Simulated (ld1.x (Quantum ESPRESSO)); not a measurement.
## Varying the TM potential for Cs (Z = 55)

Base potential:

caesium (Cs), norm-conserving Troullier–Martins (Kleinman–Bylander form), made with ld1.x (Quantum ESPRESSO) 7.5 (LDA (PZ), non-relativistic). Core [Xe], reference 5d0 6s1 6p0. Waves: 6s (bound): rc 3.80 bohr; 6p (bound, empty): rc 3.45 bohr; 5d (bound, empty): rc 4.20 bohr. Local part: the d channel. Core correction: a·sin(br)/r model core inside 1.80 bohr.

All-electron outer shells of the reference configuration (LDA (PZ), non-relativistic, ld1.x):

| shell | level (eV) | outermost node (bohr) | outermost maximum (bohr) |
| --- | --- | --- | --- |
| 5s | -24.91 | 0.86 | 1.60 |
| 5p | -13.74 | 0.90 | 1.79 |
| 6s | -2.14 | 2.19 | 4.86 |
| 6p | -0.84 | 2.62 | 6.55 |
| 5d | -0.73 | 1.05 | 3.10 |

Cutoffs, loose and tight: the cutoffs (Ry, on a coarse ladder) from which the occupation-weighted sum of valence levels, in a spherical-Bessel basis at the reference potential, stays within 10 and 1 mRy of its value at 400 Ry. They do not see the model core or the augmentation charge, which bear on the density cutoff. Test errors are all-electron minus pseudo excitation energies from the reference, over the configurations 5d0 6s0.5 6p0; 5d0 6s0 6p1; 5d1 6s0 6p0; 5d0.5 6s0.5 6p0 (two spin-polarised tests are not counted in the largest error). A dash means not determined; rows that change the core or the reference have their own tests. The largest error is taken over the tests solved by every variant that gives reliable tests at all: 5d0 6s0.5 6p0; 5d0.5 6s0.5 6p0; 5d1 6s0 6p0.

A true bound ghost makes a file unfit for plane-wave use even where its test errors are small: the radial tests pick states by their node count and pass the ghost by. Where a test does run into it, the solver fails or the error is huge.

```csv
change,outcome,"cutoff, loose","cutoff, tight",bound ghosts,largest test error (meV)
base,generated,6 Ry,6 Ry,"p, s",-10.0
functional PBE,generated,6 Ry,6 Ry,"p, s",-11
core correction a·sin(br)/r model core inside 3.16 bohr,generated,6 Ry,6 Ry,"p, s",-6.7
wave 5d (bound): rc 4.20 bohr becomes 5d (bound): rc 2.88 bohr,generated,6 Ry,6 Ry,"p, s",-11
wave 6s (bound): rc 3.80 bohr becomes 6s (bound): rc 4.70 bohr,generated,6 Ry,6 Ry,"p, s",-12
scalar-relativistic,generated,6 Ry,6 Ry,"p, s",-5.3
"type PAW; waves now 6s (bound): rcut 3.30, rcutus 3.80 bohr; 6s channel at 2.9 Ry: rcut 3.30, rcutus 3.80 bohr; 6p (bound): rcut 3.00, rcutus 3.45 bohr; 6p channel at 2.1 Ry: rcut 3.00, rcutus 3.45 bohr; 5d (bound): rcut 3.65, rcutus 4.20 bohr; 5d channel at 0.55 Ry: rcut 3.65, rcutus 4.20 bohr; local potential all-electron potential smoothed inside 3.80 bohr (lloc = -2); augmentation BESSEL, radius 2.85 bohr",failed: new_paw_hamiltonian: negative rho,–,–,–,–
wave 5d (bound): rc 4.20 bohr becomes 5d (bound): rc 2.54 bohr,generated,6 Ry,6 Ry,"p, s",-11
"type PAW; waves now 6s (bound): rcut 3.30, rcutus 3.80 bohr; 6s channel at 0.5 Ry: rcut 3.30, rcutus 3.80 bohr; 6p (bound): rcut 3.00, rcutus 3.45 bohr; 6p channel at 4.35 Ry: rcut 3.00, rcutus 3.45 bohr; 5d (bound): rcut 3.65, rcutus 4.20 bohr; 5d channel at 1.4 Ry: rcut 3.65, rcutus 4.20 bohr; local potential all-electron potential smoothed inside 2.65 bohr (lloc = -2); augmentation BESSEL, radius 2.25 bohr",failed: new_paw_hamiltonian: negative rho,–,–,–,–
```

(1) What comes out with this change to the base: wave 6p (bound): rc 3.45 bohr becomes 6p (bound): rc 4.72 bohr?

## Answers

(1) outcome: generated; cutoff, loose: 6 Ry; cutoff, tight: 6 Ry; bound ghosts: s; largest test error (meV): -10.0.
